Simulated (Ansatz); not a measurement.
Ansatz (a quantum-chemistry and plane-wave program) input (HF/def2-QZVPPD):
A basis named .json is the Basis Set Exchange file of that set.

Ansatz 0.2 input:
```yaml
crystal:
  periodic: [false, false, false]
  atoms:
    - {symbol: Zr, position_ang: [0.21365065, -0.00007267, -0.05005740]}
    - {symbol: F, position_ang: [-0.74201059, 1.35210404, -1.03129778]}
    - {symbol: F, position_ang: [-0.20754787, -1.35178106, 1.25377510]}
basis:
  gaussian:
    orbitals: def2-QZVPPD.json
hamiltonian:
  xc: hf
total_charge: 1
magnetization: {spin_polarized: true, initial_magnetization: 1}
```

End of the output:

```
mean field evaluation 4: about -6676.1551 eV, gradient 1.7e0 eV
mean field evaluation 8: about -6676.2587 eV, gradient 8.3e-1 eV
mean field evaluation 16: about -6677.2938 eV, gradient 5.0e-3 eV
mean field evaluation 32: about -6677.2927 eV, gradient 1.0e-2 eV
mean field evaluation 64: about -6676.1240 eV, gradient 3.6e0 eV
mean field evaluation 96: about -6676.3504 eV, gradient 6.5e0 eV
mean field evaluation 128: about -6676.1712 eV, gradient 1.1e0 eV
mean field evaluation 160: about -6677.2915 eV, gradient 3.0e-3 eV
mean field evaluation 192: about -6669.3325 eV, gradient 3.7e0 eV
mean field evaluation 224: about -6670.1176 eV, gradient 5.2e0 eV
mean field evaluation 256: about -6677.2888 eV, gradient 1.0e0 eV
mean field evaluation 288: about -6676.2072 eV, gradient 3.8e-5 eV
mean field -6677.29375824 eV, -245.3860195831 hartree, gradient 7.0e-6 eV, S^2 0.753481; 5 other end points of the search recorded, 0 dependent functions left out
reference -6677.29375824 eV, -245.3860195831 hartree; 15, 14 occupied and 198, 199 virtual orbitals, 1073 factors
Total energy: -6677.29375824 eV, -245.3860195831 hartree
```

This state (charge 1, doublet) is run at the relaxed geometry of the species with charge 0 and multiplicity 3.
